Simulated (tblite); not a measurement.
C4H12Si2.
Z-matrix (Å and degrees, GFN2-xTB geometry), rows numbered from 1:
```
C 
C   1  1.3232
Si  2  1.8825  1  125.04
C   3  1.9062  2  108.61  1  -114.50
C   4  1.5288  3  112.64  2  -179.89
Si  5  1.9012  4  112.66  3  -178.56
H   1  1.0781  2  121.64  3    -0.89
H   1  1.0800  2  122.80  3   179.15
H   2  1.0844  1  117.90  3  -179.31
H   3  1.4712  2  109.30  1   126.21
H   3  1.4684  2  110.25  1     5.72
H   4  1.0924  3  109.84  2   -58.12
H   4  1.0925  3  109.72  2    58.17
H   5  1.0919  4  109.00  3    58.98
H   5  1.0920  4  109.17  3   -56.42
H   6  1.4653  5  109.23  4    61.04
H   6  1.4652  5  109.43  4   -58.30
H   6  1.4642  5  109.71  4  -178.82
```

Computed with GFN2-xTB (tblite): harmonic, unscaled wavenumbers at the GFN2-xTB geometry, gas phase. The method is semi-empirical: single wavenumbers can be off by several per cent or more. Modes of hydrogen on silicon can be 10 to 20 % off. One conformer, not necessarily the lowest.

Harmonic wavenumbers (cm⁻¹): 33.6, 51.6, 81.3, 94.2, 128.8, 209.7, 226.7, 298.4, 450.5, 488.7, 511.1, 535.2, 580.3, 692.2, 701.3, 719.3, 761.3, 765.8, 782.3, 783.8, 795.3, 797.0, 829.9, 918.5, 1008.2, 1029.5, 1067.5, 1071.0, 1198.1, 1267.6, 1278.6, 1313.5, 1423.8, 1483.6, 1489.2, 1672.0, 2193.8, 2217.6, 2248.7, 2253.2, 2259.1, 2949.5, 2961.1, 2969.7, 2976.5, 3020.3, 3069.5, 3099.4.

A = 7381, B = 702.1, C = 672.1 MHz; mass 116.048 u (most abundant isotopes); point group C1, symmetry number 1.

Q: Zero-point energy?

A: Half the sum of the wavenumbers: 29879 cm⁻¹ = 85.43 kcal/mol.

Q: Entropy at 298.15 K, 1 bar (ideal gas, RRHO, classical rotation)?

A: Translation 40.19, rotation 28.91, vibration 32.36: S = 101.5 cal/(mol K).

Q: And Cp and H(298.15 K) − H(0)?

A: Cp = 39.12 cal/(mol K), of which vibrations give 31.17 (their classical limit is 48 R = 95.4); H(298.15 K) − H(0) = 7.16 kcal/mol without the zero-point energy, 4.79 from vibrations.

Q: How do the functions run with temperature in this model?

A: 
| T (K) | S (cal/(mol K)) | Cp (cal/(mol K)) | H − H(0) (kcal/mol) | G − H(0) (kcal/mol) | ln q(vib) |
| --- | --- | --- | --- | --- | --- |
| 150 | 80.5 | 23.8 | 2.51 | -9.57 | 4.08 |
| 250 | 95.0 | 34.1 | 5.39 | -18.36 | 6.89 |
| 400 | 114.3 | 48.6 | 11.64 | -34.09 | 10.94 |
| 600 | 136.8 | 62.4 | 22.83 | -59.26 | 16.13 |
| 900 | 164.9 | 75.9 | 43.74 | -104.67 | 23.33 |

q(vib) and H(0) count from the zero-point level.

Q: What must be added to the electronic energy to get the Gibbs energy at 298.15 K and 1 bar?

A: ZPE + [H(298.15 K) − H(0)] − T·S = 85.43 + 7.16 − 30.25 = 62.34 kcal/mol.

Q: Which modes carry the vibrational entropy at 298.15 K?

A: 33.6 cm⁻¹: 5.60; 51.6 cm⁻¹: 4.76; 81.3 cm⁻¹: 3.86; 94.2 cm⁻¹: 3.57; 128.8 cm⁻¹: 2.96; 209.7 cm⁻¹: 2.05 cal/(mol K); the other 42 give 9.56 together.

Q: Blend soft modes into free rotors: weight 1/[1 + (100 cm⁻¹/ν̃)⁴] for the oscillator and the rest for a rotor with moment μB/(μ + B), μ = h/(8π²ν), B = 10⁻⁴⁴ kg m². What vibrational entropy results?

A: 28.55 cal/(mol K) in place of 32.36, which changes −T·S at 298.15 K by +1.14 kcal/mol.

Hindered rotation and anharmonicity are outside this model. Other conformers, if any are populated, would add a mixing term that is left out. The structure is chiral; the term R ln 2 for an equal mix with its mirror image is left out.

Hardware: an Arm Neoverse N1 with one thread, no GPU (shared host). This covers the Hessian and the dipole derivatives.
